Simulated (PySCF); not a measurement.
Molecular orbitals of LiHg

TPSSh at R = 3.188 Å; PySCF, scalar-relativistic core potentials, basis sets Li def2-SVP, Hg def2-SVP with ECP60. State: ²Σ⁺ (doublet), unpaired electrons σ ↑. Only the outer orbitals are listed, counted within each symmetry, core potentials removing the inner ones.

```json
{"spin": "α", "orbital": "3σ", "occ.": "1", "ε (eV)": "-54.23", "on Li (%)": "100", "main shells (%)": "100 Li s"}
{"spin": "α", "orbital": "4σ", "occ.": "1", "ε (eV)": "-10.88", "on Li (%)": "0", "main shells (%)": "100 Hg d"}
{"spin": "α", "orbital": "2π", "occ.": "1", "ε (eV)": "-10.84", "on Li (%)": "0", "main shells (%)": "100 Hg d"}
{"spin": "α", "orbital": "2π", "occ.": "1", "ε (eV)": "-10.84", "on Li (%)": "0", "main shells (%)": "100 Hg d"}
{"spin": "α", "orbital": "1δ", "occ.": "1", "ε (eV)": "-10.81", "on Li (%)": "0", "main shells (%)": "100 Hg d"}
{"spin": "α", "orbital": "1δ", "occ.": "1", "ε (eV)": "-10.81", "on Li (%)": "0", "main shells (%)": "100 Hg d"}
{"spin": "α", "orbital": "5σ", "occ.": "1", "ε (eV)": "-7.43", "on Li (%)": "6", "main shells (%)": "94 Hg s"}
{"spin": "α", "orbital": "6σ", "occ.": "1", "ε (eV)": "-3.22", "on Li (%)": "85", "main shells (%)": "84 Li s, 13 Hg p"}
{"spin": "α", "orbital": "7σ", "occ.": "0", "ε (eV)": "-1.14", "on Li (%)": "55", "main shells (%)": "45 Hg p, 43 Li p, 12 Li s"}
{"spin": "α", "orbital": "3π", "occ.": "0", "ε (eV)": "-1.08", "on Li (%)": "53", "main shells (%)": "53 Li p, 47 Hg p"}
{"spin": "α", "orbital": "3π", "occ.": "0", "ε (eV)": "-1.08", "on Li (%)": "53", "main shells (%)": "53 Li p, 47 Hg p"}
{"spin": "β", "orbital": "3σ", "occ.": "1", "ε (eV)": "-53.97", "on Li (%)": "100", "main shells (%)": "100 Li s"}
{"spin": "β", "orbital": "4σ", "occ.": "1", "ε (eV)": "-10.84", "on Li (%)": "0", "main shells (%)": "100 Hg d"}
{"spin": "β", "orbital": "2π", "occ.": "1", "ε (eV)": "-10.82", "on Li (%)": "0", "main shells (%)": "100 Hg d"}
{"spin": "β", "orbital": "2π", "occ.": "1", "ε (eV)": "-10.82", "on Li (%)": "0", "main shells (%)": "100 Hg d"}
{"spin": "β", "orbital": "1δ", "occ.": "1", "ε (eV)": "-10.80", "on Li (%)": "0", "main shells (%)": "100 Hg d"}
{"spin": "β", "orbital": "1δ", "occ.": "1", "ε (eV)": "-10.80", "on Li (%)": "0", "main shells (%)": "100 Hg d"}
{"spin": "β", "orbital": "5σ", "occ.": "1", "ε (eV)": "-7.28", "on Li (%)": "4", "main shells (%)": "96 Hg s"}
{"spin": "β", "orbital": "6σ", "occ.": "0", "ε (eV)": "-2.40", "on Li (%)": "88", "main shells (%)": "88 Li s, 11 Hg p"}
{"spin": "β", "orbital": "3π", "occ.": "0", "ε (eV)": "-1.12", "on Li (%)": "65", "main shells (%)": "65 Li p, 35 Hg p"}
{"spin": "β", "orbital": "3π", "occ.": "0", "ε (eV)": "-1.12", "on Li (%)": "65", "main shells (%)": "65 Li p, 35 Hg p"}
```

Problem. Which are the highest filled and the lowest empty level, where do they sit, and how wide is the gap?

Solution. Highest filled α 6σ at -3.22 eV (in %: 84 Li s, 13 Hg p); lowest empty β 6σ at -2.40 eV (in %: 88 Li s, 11 Hg p); the gap at TPSSh is 0.82 eV.

* bond order (Mayer): 0.33
* ⟨S²⟩: 0.750
* charge on Li (Mulliken, basis-dependent): 0.05
* charge on Li (Löwdin, basis-dependent): 0.00
* dipole moment (positive dipole means Li(−)Hg(+)): -0.04 D

Spin–orbit coupling is left out. The state is the lowest determinant that a PBE0 search found; another state may lie lower at other levels.
